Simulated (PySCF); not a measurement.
# Energy profile

The step: SiH₂Cl₂ ([Cl][SiH2][Cl]) + H₂O → SiH₂Cl₂O ([OH][SiH]([Cl])[Cl]) + H₂; bonds formed: Si1–O7, H2–H6; bonds broken: Si1–H2, H6–O7 (atoms numbered as in the saddle structure below).

Si1  (-0.371, -0.250, -0.332)
H2  (0.928, -0.978, 0.448)
Cl3  (0.086, -1.374, -1.999)
Cl4  (-1.623, -1.062, 1.097)
H5  (-1.307, 0.714, -0.953)
H6  (1.144, 0.072, 0.679)
O7  (0.743, 1.074, 0.264)
H8  (0.400, 1.804, 0.796)
(Å)

Electronic energies by CCSD(T) at an estimated basis limit (MP2 extrapolated from triple and quadruple zeta, plus CCSD(T) − MP2 in triple zeta), on PBE0-D4/def2-TZVP structures; SiH₄Cl₂O, closed shell; no counterpoise correction. PySCF 2.14 with density fitting (its default auxiliary sets; JK sets also for MP2 and CCSD(T)); basis: def2-TZVPP and def2-QZVPP; cores frozen in the correlated methods. Extrapolation: Hartree–Fock as exp(−7.88 √X), correlation as X^−2.97.

Q: Give the profile in kJ/mol, counted from the separated reactants. (Judge from chemistry; the value comes from the calculation.)

A: The calculation gives:
| point | kJ/mol |
| --- | --- |
| separated: SiH₂Cl₂ (linked as [Cl][SiH2][Cl]; Si1, H2, Cl3, Cl4, H5; singlet) + H₂O (H6, O7, H8; singlet) | 0.0 |
| start structure | -14.8 |
| saddle | 152.3 |
| end structure | -94.0 |
| separated: SiH₂Cl₂O (linked as [OH][SiH]([Cl])[Cl]; Si1, Cl3, Cl4, H5, O7, H8; singlet) + H₂ (H2, H6; singlet) | -89.4 |

No T1 diagnostic of these runs exceeds 0.011. The start structure is not quite a true minimum (one mode of 48i cm⁻¹).

For scale, one of the runs: CCSD(T)/def2-TZVPP, 213 basis functions, launched by `OMP_NUM_THREADS=4 python run.py`. The run took 4.5 min on 4 CPU threads of an Intel Xeon 6975P-C (shared host), with 3.1 GiB of host memory at its peak.
